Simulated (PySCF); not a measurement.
CH2F, SMILES F[CH2], multiplicity 2. Geometry: B3LYP-D3(BJ)/def2-TZVPD. The isomer is the one that the SMILES or the coordinates give; other isomers of the formula were not compared.

Method: B3LYP-D3(BJ)/def2-TZVPD run with PySCF 2.14.0.

Harmonic wavenumbers (cm⁻¹): 501, 1167, 1175, 1463, 3134, 3292. Rotational constants (GHz): 264.0, 30.84, 27.80; symmetry number 1.

Work out the zero-point energy and the ideal-gas rigid-rotor harmonic-oscillator thermochemistry at 298.15 K and 1 atm.

ZPE = ½ Σ hcν = ½ × 10732 cm⁻¹ = 64.19 kJ/mol. H − E(el) = 74.81 kJ/mol. Entropy in J/(mol K): translation 152.36, rotation 74.91, vibration 3.19, spin 5.76, total 236.22. G − E(el) = 4.38 kJ/mol. Cp = 40.71 J/(mol K).
